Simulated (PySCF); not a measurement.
NICS in isomers of C8H7F3.

NICS is the negative of the GIAO shielding at a point without a nucleus: at the ring centre (0) and 1 Å above and below it (1); zz is the component along the ring normal. Level: GIAO PBE0/pcSseg-1 (PySCF, non-relativistic, gas phase) on the GFN2-xTB geometries, one conformer each. Atom numbers follow the mapped SMILES.

Question: Order these rings by mean NICS(1)zz, lowest (most negative) first (ppm).
A. ring C7–C8–C9–C10–C11 in `[F:1][C:2]([F:3])([F:4])[CH2:5][CH:6]=[C:7]1[CH:8]=[CH:9][CH:10]=[CH:11]1`
B. ring C2–C3–C4–C5 in `[CH2:1]=[C:2]1[CH:3]=[CH:4]/[C:5]1=[C:6](/[CH3:7])[C:8]([F:9])([F:10])[F:11]`
C. ring C2–C3–C4–C5–C10–C11 in `[CH3:1][c:2]1[cH:3][cH:4][c:5]([C:6]([F:7])([F:8])[F:9])[cH:10][cH:11]1`

Answer: C (-28.0), A (-3.5), B (4.9).

| SMILES | ring | NICS(0) | NICS(1) | NICS(1)zz | HOMA | rms pucker (Å) | ring atoms with four or more neighbours |
| --- | --- | --- | --- | --- | --- | --- | --- |
| Cc1ccc(C(F)(F)F)cc1 | 6-membered carbocycle; formal bonds all aromatic | -8.9 | -11.4 | -28.0 | 1.00 | 0.00 | 0 |
| FC(F)(F)CC=C1C=CC=C1 | 5-membered carbocycle; formal bonds 2 double, 3 single | 1.0 | -3.4 | -3.5 | -0.04 | 0.00 | 0 |
| C=C1C=C/C1=C(/C)C(F)(F)F | 4-membered carbocycle; formal bonds 1 double, 3 single | 5.6 | -2.1 | 4.9 | -0.82 | 0.00 | 0 |

NICS(0) gives the same order. The isotropic NICS(1) gives the same order. HOMA uses Krygowski's 1993 parameters. NICS(1) and NICS(1)zz are means over the two faces.
